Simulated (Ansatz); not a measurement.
Consider the cleavage of the Si–Si bond: `C[SiH2][SiH2]Br` + `[SiH3]S` → `C[SiH2]S[SiH3]` + `[SiH3]Br`.

Isolated molecules relaxed with PBE0-D4/def2-TZVP in Ansatz; ΔE leaves out vibrations. CBS: MP2 limit from def2 TZ/QZ plus the TZ coupled-cluster correction, frozen cores. DFT in def2-TZVPP. For Br outer-core shells are correlated without core-valence functions, which leaves a few kJ/mol of doubt a bond. Scalar relativity is left out up to krypton. One conformer a species, not always the lowest.

`C[SiH2][SiH2]Br`:

Cartesian coordinates in Å:
```
C 1.709 -0.024 0.172
Si 0.013 -0.642 0.671
Si -1.630 0.306 -0.697
Br -1.384 2.529 -0.601
H 1.947 -0.324 -0.851
H 2.477 -0.428 0.835
H 1.746 1.066 0.225
H -0.301 -0.270 2.077
H -0.074 -2.126 0.553
H -1.485 -0.081 -2.124
H -3.016 -0.004 -0.260
```

`[SiH3]S`:

```xyz
6

Si   -0.262    0.455    0.056
S    -0.017   -1.655   -0.178
H     0.370    0.944    1.308
H    -1.728    0.663    0.115
H     0.311    1.202   -1.092
H     1.326   -1.609   -0.208
```

`C[SiH2]S[SiH3]`:

Z-matrix (Å, degrees):
```
C
Si 1 1.862
H 1 1.092 2 110.7
H 1 1.092 2 110.7 3 -120.3
H 1 1.093 2 110.1 3 119.8
S 2 2.144 1 107.6 3 60.2
H 2 1.488 1 111.3 3 -59.7
H 2 1.488 1 111.3 3 180.0
Si 6 2.133 2 98.4 1 -179.8
H 9 1.486 6 111.0 2 60.5
H 9 1.486 6 111.0 2 -60.5
H 9 1.483 6 106.4 2 -180.0
```

`[SiH3]Br`:

```xyz
5

Si    0.041   -0.068    0.143
Br   -0.516    0.855   -1.797
H     0.902    0.883    0.883
H     0.773   -1.326   -0.131
H    -1.200   -0.344    0.902
```

```csv
level,ΔE (kcal/mol)
PBE-D4,-12.7
MP2/CBS(def2),-18.1
```

**Question.** What does CCSD(T)/CBS give? (Estimate.)

**Answer.** Ansatz gave: -15.6 kcal/mol. The listed levels differ from it by 2.9, -2.5 kcal/mol.

Largest T1 diagnostic among the species: 0.011.

From PBE to PBE0 (25 % exact exchange), in def2-TZVPP and without D4, ΔE moves by −1.2 kcal/mol.
